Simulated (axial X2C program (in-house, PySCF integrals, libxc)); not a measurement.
**Levels of MoO⁺ by electron attachment to MoO²⁺ (EOM-EA-CCSD)**

Computed with an axial X2C code built on PySCF integrals: two-component X2C with atomic mean-field Coulomb and Gaunt terms, Gaussian nuclei, basis Mo dyall-acv3z, O dyall-av3z with contracted cores.

R = 1.615 Å (near the PBE0 minimum at charge 1 of the determinant lowest at the starting distance; the state shown can have its own minimum elsewhere).

Hartree–Fock spinors of MoO²⁺ (one of each Kramers pair; a window near the gap, which can cut inner shells):

```tsv
ω	occupied	ε (eV)	character
1/2	yes	-30.28	61% O p, 28% Mo d, 5% O s
3/2	yes	-29.75	67% O p, 25% Mo d, 4% Mo f
1/2	yes	-29.44	60% O p, 31% Mo d, 3% Mo f
3/2	yes	-27.48	98% Mo d
1/2	no	-13.59	51% Mo s, 20% Mo d, 17% O p
1/2	no	-13.32	56% Mo d, 20% O p, 12% Mo p
5/2	no	-13.28	97% Mo d
3/2	no	-12.76	64% Mo d, 15% O p, 12% Mo p
1/2	no	-11.16	41% Mo p, 31% Mo d, 13% O p
1/2	no	-8.69	67% Mo p, 14% O p, 9% Mo d
```

Levels of MoO⁺ obtained by attaching an electron to MoO²⁺:

```tsv
Ω	binding energy (eV)	above lowest (cm⁻¹)	attached spinor	one-particle weight
5/2	14.974	0	98% Mo dδ	0.95
1/2	14.573	3232	53% Mo sσ, 19% Mo dσ, 17% O pσ	0.94
1/2	14.010	7775	58% Mo dπ, 21% O pπ, 12% Mo pπ	0.95
3/2	13.658	10610	65% Mo dπ, 16% O pπ, 11% Mo pπ	0.94
1/2	11.716	26275	41% Mo pσ, 30% Mo dσ, 14% O pσ	0.93
```

Question: What is the splitting of the first π pair in the table, and is it regular or inverted?

Answer: E(3/2) − E(1/2) = 10610 − 7775 = 2835 cm⁻¹ at EOM-EA-CCSD: regular, Ω = 1/2 lower. Splittings at this level can be off by ten to twenty per cent.

This point took 37 s on 1 thread of Arm Neoverse V1 (shared host).

Reference electrons by ω block (each with its −ω partner): 1/2: 16, 3/2: 7, 5/2: 1. 18 electrons of MoO²⁺ correlated (inner shells frozen), 84 natural virtual spinors (a truncated set); levels can be off by some tenths of an eV. Roots sought by Ω: (1/2: 5, 3/2: 4, 5/2: 2, 7/2: 1); the list ends where they run out and leaves out roots under 60 % one-particle weight. The solver can skip a root, and states that need a further excitation, which the method places far too high, are missing though they may lie low or lowest. T1 of the reference 0.031 (Lee–Taylor). The reference was not checked to be the lowest state of its species. Number of frozen shells: Mo 3 s, 2 p, 1 d; O 1 s. Large amplitudes in the reference (orbital relaxation or multireference character) lower the reliability.
